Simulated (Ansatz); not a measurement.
Basis sets compared for [closo-1,2-(F)2B6H4]2- (B6H4F2²⁻). The state is a singlet with charge -2. Geometry PBE-D4/def2-SVPD. Ansatz on 4 threads of Intel Xeon on a shared host; times are rough, and most runs start from earlier orbitals.

```csv
atom,x (Å),y (Å),z (Å)
B1,-0.297,-1.129,0.303
B2,0.555,0.167,1.102
B3,-1.036,0.436,0.437
B4,0.341,1.155,-0.328
B5,1.083,-0.415,-0.463
B6,-0.517,-0.147,-1.124
F7,-0.685,-2.464,0.678
H8,1.080,0.320,2.206
F9,-2.283,0.919,0.970
H10,0.667,2.296,-0.646
H11,2.145,-0.833,-0.915
H12,-1.052,-0.306,-2.222
```

A multiply charged anion in the gas phase is held together partly by the finite basis. Removing one electron lowers the energy by 1.43 eV at PBE0-D4/def2-TZVPD, so it isn't bound. At PBE-D4/def2-SVPD, PBE-D4/def2-TZVPD, PBE0-D4/def2-SVPD, PBE0-D4/def2-TZVPD the highest occupied level of the charge -2 singlet lies above zero (up to 4.13 eV). By energy differences it is unbound by 1.43 eV (vertical, against the charge -1 doublet, at PBE0-D4/def2-TZVPD) and held by the finite basis.

```csv
level,functions,energy (Eh),HOMO (eV),LUMO (eV),wall time
PBE-D4/def2-SVPD,198,-350.6442,4.13,7.07,2.4 s
PBE0-D4/def2-SVPD,198,-350.6758,3.13,7.56,2.9 s
```

Task: Estimate the rows for PBE-D4/def2-TZVPD, PBE0-D4/def2-TZVPD (with forces).

Result: 
```json
{"level": "PBE-D4/def2-TZVPD", "functions": "338", "energy (Eh)": "-351.0162", "HOMO (eV)": "4.12", "LUMO (eV)": "6.03", "wall time": "4.8 s"}
{"level": "PBE0-D4/def2-TZVPD (with forces)", "functions": "338", "energy (Eh)": "-351.0477", "HOMO (eV)": "3.15", "LUMO (eV)": "6.39", "wall time": "11 s"}
```
